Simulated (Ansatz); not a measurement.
A further run on ZnCl2.

```yaml
crystal:
  periodic: [false, false, false]
  atoms:
    - {symbol: Zn, position_ang: [-0.000759, -0.000437, -0.000016]}
    - {symbol: Cl, position_ang: [-0.016635, -0.020840, 2.090029]}
    - {symbol: Cl, position_ang: [0.017394, 0.021278, -2.090012]}
basis:
  gaussian: {orbitals: pcseg-2}
magnetization: {spin_polarized: true, initial_magnetization: 2}
hamiltonian: {xc: {name: r2SCAN}, dispersion: d3bj}
scf: {omitted_lower_state_checks: [starts]}
output: {forces: true}
```

```sh
$ ansatz run in.yaml --threads 4 --pin off --events-out ev --progress --plain --max-ram 3916MiB
```

It prints (some lines left out):

```
Warning: the engine holds no damping parameters fitted to this dispersion correction and functional, so the run takes those fitted to r2scan beside the three-body term, which d3bj leaves out (hamiltonian.dispersion, under Limitations)
Functional definition: r2SCAN
993 factors; their error is unknown
mean field evaluation 1: about -73458.0392 eV, gradient 4.7e1 eV
mean field evaluation 2: about -73443.0086 eV, gradient 9.9e1 eV
mean field evaluation 4: about -73462.8144 eV, gradient 2.0e0 eV
mean field evaluation 8: about -73462.8310 eV, gradient 2.1e-1 eV
mean field evaluation 16: about -73462.8091 eV, gradient 5.4e-4 eV
mean field -73462.80910764 eV, -2699.7084398252 hartree, gradient 5.6e-10 eV, S^2 2.004151; 0 other end points of the search recorded, 0 dependent functions left out
reference -73462.80911955 eV, -2699.7084402631 hartree; 33, 31 occupied and 91, 93 virtual orbitals, 993 factors
Total energy: -73462.82692288 eV, -2699.7090945234 hartree
Atom 0 at    -0.000759    -0.000437    -0.000016 Å, force    -0.007578    -0.004368     0.000080 eV/Å
Atom 1 at    -0.016635    -0.020840     2.090029 Å, force    -0.021390    -0.028981     3.092914 eV/Å
Atom 2 at     0.017394     0.021278    -2.090012 Å, force     0.028968     0.033348    -3.092994 eV/Å
Dipole moment:     0.000604     0.000348     0.000016 e Å
Checks for a lower state left out: starts
```

Run time 37 s (4 threads of Arm Neoverse N1 on a shared host).
